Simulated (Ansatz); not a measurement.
Ansatz (a quantum-chemistry and plane-wave program) input:

Ansatz 0.2 input:
```yaml
crystal:
  periodic: [false, false, false]
  atoms:
    - {symbol: C, position_ang: [-0.94770976, 0.33826798, 0.04175579]}
    - {symbol: C, position_ang: [0.28182963, -0.50335988, -0.28946316]}
    - {symbol: N, position_ang: [1.42599120, 0.02344151, 0.32412247]}
    - {symbol: C, position_ang: [2.35953578, 0.48322196, 0.84133309]}
    - {symbol: H, position_ang: [-0.80805137, 1.36154872, -0.29951985]}
    - {symbol: H, position_ang: [-1.11866449, 0.35241607, 1.11591301]}
    - {symbol: H, position_ang: [-1.82261075, -0.08029234, -0.44861677]}
    - {symbol: H, position_ang: [0.15000155, -1.53203999, 0.06358046]}
    - {symbol: H, position_ang: [0.45451443, -0.52213670, -1.37106934]}
basis:
  gaussian:
    orbitals: def2-TZVP
hamiltonian:
  xc: b3lyp
  dispersion: d3bj
relax: {f_tol: 0.002, max_steps: 150}
```

Problem. Which total energy does the run end on?

Solution. -172.11340 Eh (B3LYP-D3(BJ)/def2-TZVP). The basis has 154 functions. The run takes about 40 core-seconds (a rough figure).
